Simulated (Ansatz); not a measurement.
`[OH][GaH][GaH2]` and `[OH][GaH2]` differ in one atom or group.

Ansatz, PBE0-D4/def2-TZVP geometries, multiplicity 1. Each molecule was computed in one conformer, which needn't be the lowest.

Scalar relativity is left out up to krypton.

| property | `[OH][GaH][GaH2]` |
| --- | --- |
| HOMO–LUMO gap (ωB97M-V/def2-TZVPP) / eV | 8.85 |
| HOMO energy (PBE0/def2-TZVPP) / eV | -7.24 |
| LUMO energy (ωB97M-V/def2-TZVPP) / eV | -0.41 |
| HOMO–LUMO gap (PBE0/def2-TZVPP) / eV | 5.11 |
| HOMO energy (PBE/def2-TZVPP) / eV | -6.18 |
| size of the dipole moment (PBE/def2-TZVPP) / D | 1.11 |

Task: Give the same properties after the change, and the shifts. (An estimate is asked.)

Result: The calculation gave: 
```
                                      property  `[OH][GaH2]`  shift
       HOMO–LUMO gap (ωB97M-V/def2-TZVPP) / eV         11.31   2.46
            HOMO energy (PBE0/def2-TZVPP) / eV         -8.54  -1.30
         LUMO energy (ωB97M-V/def2-TZVPP) / eV          0.51   0.92
          HOMO–LUMO gap (PBE0/def2-TZVPP) / eV          7.35   2.24
             HOMO energy (PBE/def2-TZVPP) / eV         -7.17  -0.99
size of the dipole moment (PBE/def2-TZVPP) / D          1.32   0.21
```

With PBE0 the HOMO falls by 1.30 eV and the LUMO rises by 0.94 eV, so the gap widens by about 2.24 eV. PBE moves the HOMO by -0.99 eV and ωB97M-V by -1.54 eV. The zero-point energy changes by -17.8 kJ/mol with -6 modes. Dipoles are sizes alone; their direction can turn.
